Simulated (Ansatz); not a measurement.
Basis-set extrapolation for C₂H₅FSi₂, SMILES `F[SiH]1C=C[SiH2]1` (PBE0-D4/def2-TZVP geometry, frozen core, Ansatz). Multiplicity 1, RHF reference.

```csv
,def2-TZVPP,def2-QZVPP
HF,-756.074761,-756.100811
MP2 correlation,-0.796937,-0.859744
CCSD(T) correlation,-0.873628,not run
```

Energies in hartree. Use E(X) = E(∞) + A·exp(−7.88·√X) for Hartree–Fock and E(X) = E(∞) + B·X^(−2.97) for correlation, with X = 3 and 4, and add CCSD(T) minus MP2 of the smaller set to the MP2 limit.

Problem. What is the CCSD(T) energy at the basis-set limit?

Solution. HF limit: -756.100811 + (-0.026050) × 0.13774 = -756.10440. MP2 limit: -0.859744 + (-0.062807) × 0.74074 = -0.90627. Higher-order term: -0.873628 − (-0.796937) = -0.07669. Total: -757.08736 hartree, 87.2 kcal/mol below CCSD(T)/def2-TZVPP.
